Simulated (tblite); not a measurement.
Compound: C6H8FN.
Atom-mapped SMILES: `[CH2:1]=[C:2]=[CH:3]/[C:4](=[CH:5]\[F:6])[CH2:7][NH2:8]` (hydrogens: H9, H10 on C1; H11 on C3; H12 on C5; H13, H14 on C7; H15, H16 on N8)

Computed with GFN2-xTB (tblite), gas phase: L-BFGS steps from a force-field or distance-geometry start until the largest atomic force falls under 0.01 eV/Å.

Step 114: E = -665.8930 eV
```
atom  x, y, z in Å  |  force x, y, z in eV/Å
C1      2.8549   -1.0611   -0.4234   -0.038  -0.011   0.028
C2      1.9334   -0.4146    0.2114    0.012   0.001  -0.028
C3      1.0283    0.2483    0.8787    0.003   0.000  -0.001
C4     -0.3712    0.3743    0.4967    0.006   0.004   0.006
C5     -1.2264    1.0644    1.2492    0.003   0.013  -0.019
F6     -0.8531    1.6747    2.3943   -0.005   0.001  -0.005
C7     -0.8130   -0.3074   -0.7818   -0.025   0.013   0.015
N8     -2.1536   -0.0398   -1.2551    0.000   0.004  -0.001
H9      3.4596   -0.5975   -1.1870   -0.012   0.009   0.005
H10     3.0647   -2.0990   -0.2146   -0.003   0.004  -0.013
H11     1.3161    0.7587    1.7897   -0.001  -0.008   0.008
H12    -2.2754    1.2206    1.0470    0.002  -0.002   0.012
H13    -0.1163   -0.0236   -1.5770    0.010   0.002  -0.004
H14    -0.7200   -1.3895   -0.6414    0.021  -0.014  -0.007
H15    -2.2878    0.9532   -1.4130    0.006  -0.015   0.007
H16    -2.8474   -0.3527   -0.5852    0.022  -0.001  -0.003
```

Step 115: E = -665.8932 eV
```
atom  x, y, z in Å  |  force x, y, z in eV/Å
C1      2.8526   -1.0611   -0.4255   -0.047  -0.012   0.036
C2      1.9321   -0.4163    0.2127    0.014   0.009  -0.029
C3      1.0280    0.2461    0.8820    0.005   0.003  -0.009
C4     -0.3708    0.3751    0.4982    0.008   0.001   0.006
C5     -1.2274    1.0660    1.2485    0.009   0.023  -0.025
F6     -0.8559    1.6775    2.3933   -0.007  -0.001   0.000
C7     -0.8107   -0.3061   -0.7810   -0.023   0.005   0.010
N8     -2.1521   -0.0417   -1.2537    0.009   0.004  -0.011
H9      3.4560   -0.5961   -1.1892   -0.011   0.011   0.006
H10     3.0617   -2.0994   -0.2193    0.000  -0.001  -0.015
H11     1.3164    0.7550    1.7936   -0.002  -0.008   0.011
H12    -2.2751    1.2255    1.0414    0.005  -0.006   0.017
H13    -0.1133   -0.0212   -1.5759   -0.005   0.003   0.004
H14    -0.7156   -1.3879   -0.6405    0.022  -0.017  -0.009
H15    -2.2887    0.9508   -1.4124    0.002  -0.020   0.012
H16    -2.8445   -0.3573   -0.5836    0.021   0.006  -0.004
```

Question: Estimate the geometry and energy of step 116. (The exact step hangs on the optimiser's Hessian estimate; all steps are aligned on step 115, rigid shifts and turns removed.)

Answer: E = -665.8935 eV, largest force 0.055 eV/Å
```
atom  x, y, z in Å  |  force x, y, z in eV/Å
C1      2.8487   -1.0618   -0.4276   -0.045  -0.006   0.031
C2      1.9298   -0.4173    0.2133    0.021   0.009  -0.026
C3      1.0275    0.2445    0.8853    0.003   0.007  -0.017
C4     -0.3703    0.3772    0.4995   -0.003   0.002   0.010
C5     -1.2286    1.0684    1.2477    0.022   0.027  -0.033
F6     -0.8590    1.6796    2.3933   -0.008   0.000   0.006
C7     -0.8073   -0.3038   -0.7805   -0.012  -0.009   0.001
N8     -2.1499   -0.0446   -1.2526    0.015   0.003  -0.018
H9      3.4515   -0.5953   -1.1913   -0.013   0.006   0.013
H10     3.0562   -2.1007   -0.2240    0.003  -0.005  -0.017
H11     1.3172    0.7510    1.7975   -0.004  -0.003   0.020
H12    -2.2749    1.2317    1.0363    0.007  -0.010   0.020
H13    -0.1092   -0.0175   -1.5750   -0.024   0.006   0.014
H14    -0.7086   -1.3854   -0.6399    0.020  -0.017  -0.012
H15    -2.2906    0.9474   -1.4112    0.000  -0.022   0.015
H16    -2.8399   -0.3646   -0.5821    0.017   0.012  -0.006
```

The energy changes by -0.0003 eV. The first-order estimate −F·Δx gives -0.0004 eV and the mean of the old and new forces, exact on a quadratic surface, -0.0003 eV. The step makes an angle of 80° with the force vector and moves no atom by more than 0.009 Å.

What follows is the cost of the whole relaxation. The run took 1.2 s on one thread of an Arm Neoverse N1, shared host.
